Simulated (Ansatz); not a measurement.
The In1–H2 bond of H3In (SMILES [InH3]) is stretched (multiplicity 1, the rest rigid).
Geometry at rest (charge 0, multiplicity 1):
```xyz
4

In     0.00000     0.00000     0.00000
H      0.68665    -0.47438     1.51602
H     -0.39135     1.66044    -0.29091
H     -0.29530    -1.18606    -1.22511
```

Correlated levels freeze the cores. Filled d and f shells under p-block atoms count as core.

Codes used: Ansatz (Gaussian basis) for Hartree–Fock, density functionals and correlated methods. Values without a source in brackets are computed. In def2 rows elements past Kr take small-core potentials, without spin–orbit coupling.

Energies above the point at 1.731 Å (the B3LYP-D3(BJ) bond length), FCI/def2-SVP (kcal/mol): 6.70 at 1.558 Å; 2.29 at 1.904 Å; 70.70 at 5.538 Å.

Question: Take the last value as the depth D of a Morse curve D(1 − e^(−a(R − R₀)))², fit a and R₀ to the two near points, and test it at 2.336 and 3.028 Å.

Answer: 
With D = 70.7, both near points (counted from the curve's value at 1.731 Å) are met by a = 1.37 Å⁻¹ and R₀ = 1.755 Å, so k = 2Da² = 264 kcal/(mol Å²). The curve then gives 21.1 and 48.0 kcal/mol; the level itself gives 22.4 and 52.9, so Morse is off by -1.2 and -4.9.

Ansatz is a first-principles code.
